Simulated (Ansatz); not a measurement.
`[SiH3]OBO[SiH3]` + H₂ → `BO[SiH3]` + `O[SiH3]` at 600 K and 1 bar (hydrogenolysis of a B–O bond).

Program: Ansatz. Geometries: PBE0-D4/def2-TZVP. ΔE: electronic, gas phase. CBS: MP2 limit from def2 TZ/QZ plus the TZ coupled-cluster correction, frozen cores. This one scheme is used for every species. Each species was taken in one conformer, which may not be the lowest.

```csv
species,CCSD(T)/CBS energy (Eh),H − E (kJ/mol),S (J/(mol·K))
`[SiH3]OBO[SiH3]`,-757.67824,264.3,487.8
H₂,-1.17544,43.9,150.8
`BO[SiH3]`,-392.11480,178.4,358.6
`O[SiH3]`,-366.69042,135.7,307.9
```

H − E and S are ideal-gas, rigid-rotor, harmonic terms from PBE0-D4/def2-TZVP, for one conformer and one mirror image of each species. The MP2-based limit puts H₂ 0.8 mEh under its directly extrapolated value; such offsets cancel only in part. 1 Eh = 2625.50 kJ/mol, R = 8.31446 J/(mol·K).

**Question.** By hand: ΔE, ΔH, ΔS and ΔG.

**Answer.** ΔE = (-392.11480) + (-366.69042) − (-757.67824) − (-1.17544) = 0.04846 Eh = 127.2 kJ/mol. Δ(H − E) = 178.4 + 135.7 − 264.3 − 43.9 = 5.9, so ΔH = 133.1 kJ/mol. ΔS = 358.6 + 307.9 − 487.8 − 150.8 = 27.9 J/(mol·K). ΔG = 133.1 − 600 × (27.9)/1000 = 116.4 kJ/mol.

**Question.** By hand: the equilibrium constant, and the temperature at which ΔG would vanish if ΔH and ΔS stayed fixed.

**Answer.** log₁₀ K = −ΔG/(RT ln 10) = -10.1. ΔG = 0 at ΔH/ΔS = 4771 K, far beyond where these terms or the molecules hold.

ΔH outweighs TΔS. A doubt of 5 kJ/mol in ΔE shifts log₁₀ K by 0.4 here. Other conformers and mirror images would add mixing entropy, several J/(mol·K) or more a flexible species. Modes under 60 cm⁻¹, often nearly free rotors, make the harmonic entropy too high. These are equilibria of isolated gas molecules and say nothing of rates. Largest T1 diagnostic: 0.013 (customary marks: 0.02 for closed shells, 0.045 for open ones).
